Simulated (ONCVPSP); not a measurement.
**Before and after: ONCV potential for Ta (Z = 73)**

ONCVPSP 4.0.1 input, shortened (lines: element, Z, core and valence counts, functional; n l f; lmax; l rc ep ncon nbas qcut; lloc lpopt rc5 dvloc0; l nproj debl; icmod fcfact rcfact), LDA (Perdew-Zunger), fully relativistic:

```
  Ta 73.00   12    2        3      upf
    1    0    2.00
    2    0    2.00
    2    1    6.00
    3    0    2.00
    3    1    6.00
    3    2   10.00
    4    0    2.00
    4    1    6.00
    4    2   10.00
    4    3   14.00
    5    0    2.00
    5    1    6.00
    5    2    3.00
    6    0    2.00
    2
    0    2.80    0.00    3    7    2.60
    1    2.90    0.31    4    7    2.30
    2    2.25    0.00    5    9    5.50
    4    5    1.75    0.00
    0    2    3.20
    1    2    0.70
    2    2    2.50
    3    3.00    1.60
```

Open shells are filled in proportion to 2j + 1.

In the p channel the program set the typed energies aside and used 0.050, 0.750 Ha (j = l + 1/2; the other j can differ).

Change: d: qcut 8.2.

Cutoffs: the cutoffs (Ha) at which the residual kinetic energy of the hardest occupied pseudo-wave falls to 1 and 0.1 mHa per electron; they do not see the model core or the augmentation charge, which bear on the density cutoff. Errors are all-electron minus pseudo energies relative to the spin-unpolarised reference configuration.

Question: How do hardness, ghosts and transferability respond?

Answer: The potential gets harder (12 Ha and 15 Ha → 14 Ha and 17 Ha); the errors of the 3 common tests hardly move; neither file shows a bound ghost. The waves are optimised to have the least kinetic energy above qcut, so the cutoff follows it (qcut²/2 in Ha).

| quantity | base | changed |
| --- | --- | --- |
| cutoff, loose | 12 Ha | 14 Ha |
| cutoff, tight | 15 Ha | 17 Ha |
| loose cutoff by channel | s 2.8 Ha, d 12 Ha | s 2.8 Ha, d 14 Ha |
| bound ghosts | none | none |
| GHOST(+) flags under 300 eV | p3/2 at 16.8 eV, s at 22.8 eV, p1/2 at 24.1 eV | p3/2 at 16.8 eV, s at 22.8 eV, p1/2 at 24.1 eV |
| tests with a reliable result | 3 of 4 | 3 of 4 |
| error for 5d3 6s1, meV [ΔE 8.70 eV] | -29 | -29 |
| error for 5d3 6s0, meV [ΔE 24.01 eV] | -187 | -187 |
| error for 5d3 6s1 6p1, meV [ΔE 4.22 eV] | -6.9 | -7.0 |
| s: phases at 2.83 bohr within 0.05 rad from the reference energy up to (Ha; the scan ends near 5) | 0.7 | 0.7 |
| p3/2: phases at 2.94 bohr within 0.05 rad from the reference energy up to (Ha; the scan ends near 5) | 2.3 | 2.3 |
| p1/2: phases at 2.94 bohr within 0.05 rad from the reference energy up to (Ha; the scan ends near 5) | 0.9 | 0.9 |
| d5/2: phases at 2.29 bohr within 0.05 rad from the reference energy up to (Ha; the scan ends near 5) | to the end of the scan | to the end of the scan |
| d3/2: phases at 2.29 bohr within 0.05 rad from the reference energy up to (Ha; the scan ends near 5) | to the end of the scan | to the end of the scan |
| rms error of d²Exc/dni dnj with the model core, mHa | 4.45 | 4.43 |
